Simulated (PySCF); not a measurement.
Z-matrix (Å, degrees):
```
N
C 1 1.4411
H 2 1.1032 1 110.68
H 2 1.1143 3 108.70 1 123.31
H 2 1.1146 3 108.31 4 114.60
C 1 1.4412 2 112.03 3 177.70
H 6 1.1032 1 110.69 2 -177.92
H 6 1.1143 7 108.69 1 -123.26
H 6 1.1146 7 108.33 8 -114.60
```
Charge 0, spin multiplicity 2.

Question: What is the computed highest occupied spin orbital, dipole moment and total energy (TPSSh-D3(BJ)/def2-TZVP // TPSS-D3(BJ)/def2-SVP run with PySCF 2.14.0)?

Answer: 
highest occupied spin orbital: -6.41 eV
dipole moment: 1.70 D
total energy: -134.5741 Ha
